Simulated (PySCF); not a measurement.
A mixed set of molecules.

All values: CAM-B3LYP/def2-SVPD (PySCF) at PBE0-D3(BJ)/def2-SVP geometries, gas phase, one conformer each. Core orbitals are frozen in the response; Δα² is half the sum of the squared differences of the principal polarisabilities.

Question: Rank by vertical ionisation energy (ΔSCF), lowest first.
A. `C=CCOC`
B. `C[C@@H]1CC2(CC2)[C@H]1B(O)O`
C. `C(C1CC1)O`
D. `Cc1ccc(S)cc1`

Answer: D (8.06 eV), B (9.53 eV), A (9.69 eV), C (10.31 eV).

Question: Rank by HOMO energy, lowest first.
A. `C1(CO)CC1`
B. `[O]=[Ti]=[O]`
C. `C/C=C\CO`
D. `Cc1ccc(S)cc1`

Answer: A (-9.32 eV), B (-8.85 eV), C (-8.63 eV), D (-7.38 eV).

Question: Rank by dipole moment, highest first.
A. `[CH2:1]=[CH:2][CH2:3][O:4][CH3:5]` with C1–C2–C3–O4 -132°, C2–C3–O4–C5 -178°
B. `[CH3:1][C@@H:2]1[CH2:3][C:4]2([CH2:5][CH2:6]2)[C@H:7]1[B:8]([OH:9])[OH:10]` with C4–C7–B8–O9 -67°, C7–B8–O9–H -3°, C7–B8–O10–H -178°
C. `[OH:1][CH2:2][CH:3]1[CH2:4][CH2:5]1` with H–O1–C2–C3 -52°, O1–C2–C3–C4 83°
D. `[CH3:1][c:2]1[cH:3][cH:4][c:5]([SH:6])[cH:7][cH:8]1` with C4–C5–S6–H 0°
E. titanium dioxide (`[O]=[Ti]=[O]`)
F. `[CH3:1]/[CH:2]=[CH:3]\[CH2:4][OH:5]` with C2–C3–C4–O5 -128°, C3–C4–O5–H 56°

Answer: E (6.92 D), F (2.11 D), C (1.88 D), D (1.51 D), A (1.28 D), B (1.10 D).

All values together:

```
                     SMILES   formula  μ (D)  HOMO (eV)  LUMO (eV)  α (Å³)  Δα (Å³)  electrons  α per electron (Å³)  ΔSCF removal energy (eV)
                    OCC1CC1     C4H8O   1.88      -9.32       1.33    7.71     1.32         40                0.193                     10.31
C[C@@H]1CC2(CC2)[C@H]1B(O)O  C7H13BO2   1.10      -8.90       0.66   14.61     2.72         76                0.192                      9.53
               Cc1ccc(S)cc1     C7H8S   1.51      -7.38       0.61   15.49    10.51         66                0.235                      8.06
                   C/C=C\CO     C4H8O   2.11      -8.63       1.07    8.41     3.61         40                0.210                         –
                     C=CCOC     C4H8O   1.28      -8.82       1.21    8.45     3.83         40                0.211                      9.69
               [O]=[Ti]=[O]      TiO2   6.92      -8.85      -2.21    4.69     3.74         38                0.123                         –
```

Conformers: `[OH:1][CH2:2][CH:3]1[CH2:4][CH2:5]1` with H–O1–C2–C3 -52°, O1–C2–C3–C4 83°; `[CH3:1][C@@H:2]1[CH2:3][C:4]2([CH2:5][CH2:6]2)[C@H:7]1[B:8]([OH:9])[OH:10]` with C4–C7–B8–O9 -67°, C7–B8–O9–H -3°, C7–B8–O10–H -178°; `[CH3:1][c:2]1[cH:3][cH:4][c:5]([SH:6])[cH:7][cH:8]1` with C4–C5–S6–H 0°; `[CH3:1]/[CH:2]=[CH:3]\[CH2:4][OH:5]` with C2–C3–C4–O5 -128°, C3–C4–O5–H 56°; `[CH2:1]=[CH:2][CH2:3][O:4][CH3:5]` with C1–C2–C3–O4 -132°, C2–C3–O4–C5 -178°.

A dash marks a removal energy that wasn't run or isn't settled.

Question: How closely does the mean polarisability follow the number of electrons in this set?

Answer: The correlation coefficient is 0.93; α per electron runs from 0.123 to 0.235 Å³.
